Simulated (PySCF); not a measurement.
## Calculated data, B$_{3}$GeH$_{7}$, CH$_{8}$B$_{2}$Ge, CH$_{6}$BClGe, BGeH$_{7}$OSi and others

Calculation on a computer-drawn molecule: optimised geometry and harmonic frequencies of an isolated molecule of the commonest isotopes, restricted reference for singlets and unrestricted otherwise, frozen core in MP2; on germanium a core potential holds 10 electrons, which the energies leave out, and 3d is frozen in MP2 and coupled-cluster steps. Program: PySCF 2.14.0.

Common to all runs: charge 0; basis and core potential on germanium cc-pVDZ-PP ECP10MDF.

```yaml
- entry: 1
  formula: B3GeH7
  start_structure:
    atoms_angstrom:
      - [B, 0.9328, 1.6636, 1.0065]
      - [Ge, 0.8668, 0.0262, -0.0379]
      - [B, -0.9279, -0.2373, -0.6974]
      - [B, 1.2911, -1.4677, 1.2081]
      - [H, 1.6244, 2.597, 0.7903]
      - [H, 0.2343, 1.8074, 1.936]
      - [H, 1.8947, 0.1323, -1.2598]
      - [H, -1.8689, -0.2851, 0.0437]
      - [H, -1.2153, -0.2737, -1.8981]
      - [H, 0.6425, -1.6959, 2.0803]
      - [H, 2.2976, -2.2211, 0.978]
  given:
    multiplicity: 1
    method: HF
    basis: cc-pVDZ
    drawn_bonds_atom: [1, 2, 2, 1, 1, 2, 3, 3, 4, 4]
    drawn_bonds_other_atom: [2, 3, 4, 5, 6, 7, 8, 9, 10, 11]
    drawn_bonds_order: [1, 1, 1, 1, 1, 1, 1, 1, 1, 1]
  results:
    optimised_atom_element: [B, Ge, B, B, H, H, H, H, H, H, H]
    "optimised_atom_x [angstrom]": [0.9474, 0.9279, -1.026, 1.361, 1.669, 0.2173, 1.931, -1.924, -1.286, 0.6666, 2.288]
    "optimised_atom_y [angstrom]": [1.78, 0.03532, -0.234, -1.556, 2.702, 1.872, 0.1132, -0.3136, -0.3127, -1.748, -2.292]
    "optimised_atom_z [angstrom]": [1.057, -0.09095, -0.7761, 1.19, 0.8009, 2.004, -1.256, 0.01547, -1.944, 2.149, 0.9999]
    "modes_frequency [cm^-1]": [101.5, 101.5, 137.1, 155.4, 181.9, 182.1, 536.8, 537.5, 537.5, 587.5, 587.5, 726.4, 829.0, 829.0, 882.1, 981.4, 981.4, 1243, 1243, 1260, 2172, 2673, 2673, 2683, 2764, 2764, 2768]
    "modes_reduced_mass [dalton]": [1.666, 1.667, 1.015, 2.727, 1.404, 1.403, 4.096, 2.073, 2.071, 1.534, 1.535, 1.324, 1.137, 1.137, 1.275, 1.361, 1.361, 1.133, 1.133, 1.142, 1.02, 1.05, 1.05, 1.052, 1.128, 1.128, 1.127]
    "rotational_constants [GHz]": [4.708, 4.707, 3.091]
    "total_energy [hartree]": -371.4116
    "convergence_status_largest_gradient_component [hartree/bohr]": 1.791e-05
- entry: 2
  formula: CH8B2Ge
  start_structure:
    atoms_angstrom:
      - [B, -0.7492, 0.9622, 0.8168]
      - [Ge, -0.1459, -0.811, 1.1375]
      - [B, 1.1732, -1.459, -0.2741]
      - [C, -1.688, -2.1481, 1.127]
      - [H, -1.6499, 1.1745, 0.1265]
      - [H, -0.1616, 1.9454, 1.2729]
      - [H, 0.4894, -0.9518, 2.487]
      - [H, 2.325, -1.1862, -0.1347]
      - [H, 0.7248, -1.8807, -1.2729]
      - [H, -2.4403, -1.8573, 1.9371]
      - [H, -2.1691, -2.1459, 0.187]
      - [H, -1.3941, -3.1633, 1.3745]
  given:
    multiplicity: 1
    method: HF
    basis: cc-pVDZ
    drawn_bonds_atom: [1, 2, 2, 1, 1, 2, 3, 3, 4, 4, 4]
    drawn_bonds_other_atom: [2, 3, 4, 5, 6, 7, 8, 9, 10, 11, 12]
    drawn_bonds_order: [1, 1, 1, 1, 1, 1, 1, 1, 1, 1, 1]
  results:
    optimised_atom_element: [B, Ge, B, C, H, H, H, H, H, H, H, H]
    "optimised_atom_x [angstrom]": [-0.7699, -0.2034, 1.235, -1.748, -1.86, 0.005346, 0.4748, 2.328, 0.9987, -2.469, -2.251, -1.426]
    "optimised_atom_y [angstrom]": [1.064, -0.9262, -1.446, -2.157, 1.358, 1.954, -1.008, -0.9532, -2.222, -1.879, -2.124, -3.184]
    "optimised_atom_z [angstrom]": [0.8371, 1.138, -0.2889, 1.133, 0.4295, 1.054, 2.525, -0.2534, -1.174, 1.904, 0.1636, 1.318]
    "modes_frequency [cm^-1]": [74.87, 87.05, 142.8, 150.8, 170.1, 186.7, 542.7, 543.7, 568.4, 606.3, 625.4, 708.6, 764.0, 869.4, 920.6, 952.2, 985.9, 1250, 1261, 1376, 1560, 1564, 2144, 2666, 2674, 2752, 2755, 3175, 3262, 3265]
    "modes_reduced_mass [dalton]": [1.277, 1.014, 1.034, 2.538, 2.53, 1.971, 4.122, 1.658, 1.791, 2.8, 1.249, 1.168, 1.235, 1.25, 1.217, 1.307, 1.351, 1.139, 1.142, 1.218, 1.054, 1.053, 1.019, 1.051, 1.053, 1.127, 1.126, 1.033, 1.103, 1.104]
    "rotational_constants [GHz]": [4.923, 4.641, 2.866]
    "total_energy [hartree]": -385.2100
    "convergence_status_largest_gradient_component [hartree/bohr]": 9.532e-06
- entry: 3
  formula: CH6BClGe
  start_structure:
    atoms_angstrom:
      - [B, 0.7312, 0.8748, -3.0142]
      - [Ge, -0.5719, 0.6744, -1.535]
      - [C, -0.0297, 1.4819, 0.1343]
      - [Cl, -0.8485, -1.4165, -0.9607]
      - [H, 1.4724, 0.016, -3.3236]
      - [H, 0.8018, 1.8712, -3.6708]
      - [H, -1.9906, 1.1727, -1.8294]
      - [H, 0.9161, 1.2259, 0.4243]
      - [H, -0.8076, 1.341, 0.9348]
      - [H, -0.0004, 2.6927, 0.0089]
  given:
    multiplicity: 1
    method: HF
    basis: "cc-pV(D+d)Z"
    drawn_bonds_atom: [1, 2, 2, 1, 1, 2, 3, 3, 3]
    drawn_bonds_other_atom: [2, 3, 4, 5, 6, 7, 8, 9, 10]
    drawn_bonds_order: [1, 1, 1, 1, 1, 1, 1, 1, 1]
  results:
    optimised_atom_element: [B, Ge, C, Cl, H, H, H, H, H, H]
    "optimised_atom_x [angstrom]": [0.7472, -0.5899, -0.06789, -0.7607, 1.255, 1.01, -2.01, 0.9085, -0.8019, -0.01711]
    "optimised_atom_y [angstrom]": [0.8663, 0.666, 1.594, -1.462, -0.08273, 1.965, 1.07, 1.246, 1.402, 2.67]
    "optimised_atom_z [angstrom]": [-3.061, -1.479, 0.1613, -0.9393, -3.58, -3.464, -1.892, 0.5014, 0.9443, -0.02292]
    "modes_frequency [cm^-1]": [75.88, 144.3, 157.1, 170.0, 176.6, 399.1, 565.2, 620.4, 648.7, 671.3, 763.0, 876.8, 930.6, 972.1, 1252, 1378, 1552, 1559, 2214, 2691, 2790, 3183, 3274, 3290]
    "modes_reduced_mass [dalton]": [1.072, 1.035, 3.166, 2.814, 3.589, 32.85, 4.088, 3.685, 1.083, 1.211, 1.09, 1.242, 1.208, 1.336, 1.145, 1.222, 1.052, 1.052, 1.02, 1.053, 1.125, 1.033, 1.103, 1.104]
    "rotational_constants [GHz]": [4.687, 2.758, 1.995]
    "total_energy [hartree]": -818.9499
    "convergence_status_largest_gradient_component [hartree/bohr]": 2.64e-05
- entry: 4
  formula: BGeH7OSi
  start_structure:
    atoms_angstrom:
      - [B, -0.3049, -3.1194, 2.1677]
      - [Ge, -0.661, -1.5303, 1.131]
      - [O, 0.4556, -1.3207, -0.2139]
      - [Si, -0.8184, 0.5963, 2.1638]
      - [H, 0.8378, -3.5351, 2.199]
      - [H, -1.0475, -3.551, 2.9057]
      - [H, -1.9827, -1.6346, 0.1769]
      - [H, 1.3851, -1.3279, -0.043]
      - [H, 0.418, 1.0205, 2.7458]
      - [H, -1.7541, 0.5864, 3.2292]
      - [H, -1.2922, 1.6912, 1.1958]
  given:
    multiplicity: 1
    method: HF
    basis: "cc-pV(D+d)Z"
    drawn_bonds_atom: [1, 2, 2, 1, 1, 2, 3, 4, 4, 4]
    drawn_bonds_other_atom: [2, 3, 4, 5, 6, 7, 8, 9, 10, 11]
    drawn_bonds_order: [1, 1, 1, 1, 1, 1, 1, 1, 1, 1]
  results:
    optimised_atom_element: [B, Ge, O, Si, H, H, H, H, H, H, H]
    "optimised_atom_x [angstrom]": [-0.1901, -0.5942, 0.7547, -0.895, 0.813, -0.9768, -1.856, 1.07, 0.3089, -2.058, -1.141]
    "optimised_atom_y [angstrom]": [-3.052, -1.406, -1.047, 0.6671, -3.697, -3.373, -1.715, -1.792, 0.9752, 0.5465, 1.768]
    "optimised_atom_z [angstrom]": [2.246, 1.038, -0.09914, 2.22, 2.127, 3.092, 0.2033, -0.59, 3.026, 3.132, 1.262]
    "modes_frequency [cm^-1]": [92.09, 107.4, 134.7, 160.5, 181.4, 205.2, 360.7, 499.5, 551.6, 571.4, 658.2, 706.3, 715.3, 809.2, 947.9, 956.6, 989.6, 1022, 1025, 1255, 2161, 2301, 2311, 2320, 2680, 2767, 4154]
    "modes_reduced_mass [dalton]": [1.081, 2.301, 2.412, 1.295, 1.477, 2.315, 8.148, 1.095, 1.529, 2.215, 1.255, 7.995, 1.153, 1.087, 1.136, 1.212, 1.195, 1.036, 1.036, 1.145, 1.02, 1.041, 1.037, 1.043, 1.052, 1.127, 1.067]
    "rotational_constants [GHz]": [4.878, 2.445, 1.873]
    "total_energy [hartree]": -685.9238
    "convergence_status_largest_gradient_component [hartree/bohr]": 2.203e-05
- entry: 5
  formula: BGeH6NSi
  start_structure:
    atoms_angstrom:
      - [B, -0.282, 2.843, -1.534]
      - [Ge, -0.6402, 0.8981, -1.8555]
      - ["N", -0.4382, -0.2952, -0.5643]
      - [Si, -0.1012, -0.2589, 1.0802]
      - [H, -0.9938, 3.431, -0.8695]
      - [H, 0.6753, 3.2837, -1.9094]
      - [H, -0.8869, 0.1471, -3.1234]
      - [H, 1.3235, -0.2056, 1.3226]
      - [H, -0.659, -1.5129, 1.6175]
      - [H, -0.6898, 0.9395, 1.8165]
  given:
    multiplicity: 1
    method: HF
    basis: "cc-pV(D+d)Z"
    drawn_bonds_atom: [1, 2, 3, 1, 1, 2, 4, 4, 4]
    drawn_bonds_other_atom: [2, 3, 4, 5, 6, 7, 8, 9, 10]
    drawn_bonds_order: [1, 2, 1, 1, 1, 1, 1, 1, 1]
  results:
    optimised_atom_element: [B, Ge, "N", Si, H, H, H, H, H, H]
    "optimised_atom_x [angstrom]": [-0.4827, -0.4918, -0.2792, -0.005977, -1.501, 0.5388, -0.7196, 1.282, -1.083, 0.05023]
    "optimised_atom_y [angstrom]": [2.845, 0.7817, -0.4153, -0.3095, 3.42, 3.459, 0.3235, -0.9448, -0.99, 1.099]
    "optimised_atom_z [angstrom]": [-1.482, -1.778, -0.6199, 1.061, -1.237, -1.571, -3.223, 1.437, 1.824, 1.569]
    "modes_frequency [cm^-1]": [82.83, 114.2, 122.0, 172.5, 199.5, 455.3, 551.3, 628.5, 677.6, 763.5, 776.5, 814.6, 963.3, 1036, 1038, 1070, 1197, 1246, 2196, 2221, 2273, 2295, 2708, 2805]
    "modes_reduced_mass [dalton]": [3.546, 1.037, 1.047, 4.307, 4.831, 1.043, 4.587, 4.079, 1.239, 1.156, 1.204, 1.372, 1.322, 1.049, 1.047, 1.116, 6.426, 1.205, 1.042, 1.02, 1.05, 1.025, 1.05, 1.128]
    "rotational_constants [GHz]": [7.906, 1.922, 1.595]
    "total_energy [hartree]": -664.8760
    "convergence_status_largest_gradient_component [hartree/bohr]": 1.57e-05
- entry: 6
  formula: BClGeH3
  start_structure:
    atoms_angstrom:
      - [B, 0.1702, 0.5517, 0.3267]
      - [Ge, 1.6931, -0.6569, -0.165]
      - [Cl, 3.0303, -0.2372, -1.7527]
      - [H, 0.081, 1.5452, -0.3942]
      - [H, -0.4762, 0.234, 1.2003]
      - [H, 2.1455, -1.9752, 0.3072]
  given:
    multiplicity: 2
    method: HF
    basis: "cc-pV(D+d)Z"
    drawn_bonds_atom: [1, 2, 1, 1, 2]
    drawn_bonds_other_atom: [2, 3, 4, 5, 6]
    drawn_bonds_order: [1, 1, 1, 1, 1]
  results:
    optimised_atom_element: [B, Ge, Cl, H, H, H]
    "optimised_atom_x [angstrom]": [0.2095, 1.898, 2.994, 0.03467, -0.5115, 2.02]
    "optimised_atom_y [angstrom]": [0.5348, -0.5551, -0.2188, 1.519, 0.2315, -2.05]
    "optimised_atom_z [angstrom]": [0.2719, 0.008942, -1.845, -0.3792, 1.176, 0.2892]
    "modes_frequency [cm^-1]": [127.0, 245.6, 330.2, 420.3, 601.7, 661.4, 795.0, 922.1, 1222, 2245, 2708, 2819]
    "modes_reduced_mass [dalton]": [3.47, 1.223, 1.113, 9.688, 3.03, 1.244, 1.099, 1.283, 1.15, 1.021, 1.048, 1.131]
    "rotational_constants [GHz]": [14.5, 3.195, 2.64]
    "total_energy [hartree]": -779.3054
    spin_squared: 0.7716
    "convergence_status_largest_gradient_component [hartree/bohr]": 1.51e-05
- entry: 7
  formula: BClGeH3
  start_structure:
    atoms_angstrom:
      - [B, 0.2095, 0.5348, 0.2719]
      - [Ge, 1.8981, -0.5551, 0.0089]
      - [Cl, 2.9936, -0.2188, -1.8446]
      - [H, 0.0347, 1.5188, -0.3792]
      - [H, -0.5115, 0.2315, 1.1761]
      - [H, 2.0195, -2.0496, 0.2892]
  given:
    multiplicity: 2
    method: MP2
    basis: "cc-pV(D+d)Z"
    drawn_bonds_atom: [1, 2, 1, 1, 2]
    drawn_bonds_other_atom: [2, 3, 4, 5, 6]
    drawn_bonds_order: [1, 1, 1, 1, 1]
  results:
    optimised_atom_element: [B, Ge, Cl, H, H, H]
    "optimised_atom_x [angstrom]": [0.2052, 1.685, 3.064, 0.05506, -0.4941, 2.128]
    "optimised_atom_y [angstrom]": [0.5574, -0.6536, -0.228, 1.576, 0.2059, -1.996]
    "optimised_atom_z [angstrom]": [0.2815, -0.2001, -1.805, -0.3358, 1.196, 0.3853]
    "modes_frequency [cm^-1]": [145.3, 248.2, 405.4, 430.2, 619.5, 656.9, 784.3, 793.3, 1148, 2210, 2646, 2768]
    "modes_reduced_mass [dalton]": [3.508, 1.208, 1.021, 29.11, 1.239, 3.797, 1.102, 1.238, 1.164, 1.021, 1.047, 1.133]
    "rotational_constants [GHz]": [17.32, 3.146, 2.663]
    "total_energy [hartree]": -779.6040
    spin_squared: 0.7594
    "convergence_status_largest_gradient_component [hartree/bohr]": 1.812e-05
- entry: 8
  formula: BGeH5N
  start_structure:
    atoms_angstrom:
      - [B, -2.4794, 2.5251, -0.7899]
      - [Ge, -2.1354, 0.6672, -0.5681]
      - ["N", -2.8615, -0.2381, 0.8767]
      - [H, -2.0649, 3.0455, -1.7975]
      - [H, -2.8969, 3.1313, 0.0951]
      - [H, -1.6648, -0.5102, -1.3862]
      - [H, -2.6307, -1.2279, 1.0411]
      - [H, -3.2525, 0.253, 1.6692]
  given:
    multiplicity: 2
    method: HF
    basis: cc-pVDZ
    drawn_bonds_atom: [1, 2, 1, 1, 2, 3, 3]
    drawn_bonds_other_atom: [2, 3, 4, 5, 6, 7, 8]
    drawn_bonds_order: [1, 1, 1, 1, 1, 1, 1]
  results:
    optimised_atom_element: [B, Ge, "N", H, H, H, H, H]
    "optimised_atom_x [angstrom]": [-2.429, -2.265, -2.928, -1.981, -2.952, -1.649, -2.576, -3.205]
    "optimised_atom_y [angstrom]": [2.552, 0.6141, -0.3056, 3.016, 3.226, -0.4251, -1.219, 0.1872]
    "optimised_atom_z [angstrom]": [-0.7977, -0.5254, 0.8815, -1.806, 0.04187, -1.459, 1.096, 1.709]
    "modes_frequency [cm^-1]": [179.6, 192.0, 293.1, 347.5, 502.6, 634.3, 657.9, 757.6, 808.7, 817.0, 950.0, 1222, 1681, 2246, 2682, 2782, 3776, 3884]
    "modes_reduced_mass [dalton]": [2.685, 1.301, 1.246, 1.056, 1.037, 1.14, 3.978, 4.59, 1.218, 1.198, 1.174, 1.156, 1.109, 1.02, 1.048, 1.131, 1.049, 1.098]
    "rotational_constants [GHz]": [21.98, 5.663, 4.512]
    "total_energy [hartree]": -375.3824
    spin_squared: 0.7579
    "convergence_status_largest_gradient_component [hartree/bohr]": 2.187e-05
```
